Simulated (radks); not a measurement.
Results of a calculation; reference values are marked as such.
Question: Ionisation of Lu2+, [Xe] 4f14 6s1, to Lu3+, [Xe] 4f14, under several functionals. Scalar-relativistic Kohn-Sham, spin-polarised, spherical densities, finite nucleus; open shells are filled with parallel spins first (spin-orbit coupling, left out, can overturn this in heavy ions); a radial shooting solver on a logarithmic mesh with Libxc functionals. The NIST Atomic Spectra Database gives 20.959 eV (measured). Rank these functionals by the error of their Delta-SCF ionisation energy: exchange-only PBE; HCTH/407; AM05; BLYP; PBE; LDA (Slater exchange, Perdew-Zunger correlation).

Answer: From best to worst: exchange-only PBE 20.950 eV (-0.010); HCTH/407 20.938 eV (-0.022); AM05 21.180 eV (+0.221); PBE 21.295 eV (+0.335); BLYP 21.439 eV (+0.480); LDA (Slater exchange, Perdew-Zunger correlation) 21.524 eV (+0.564).
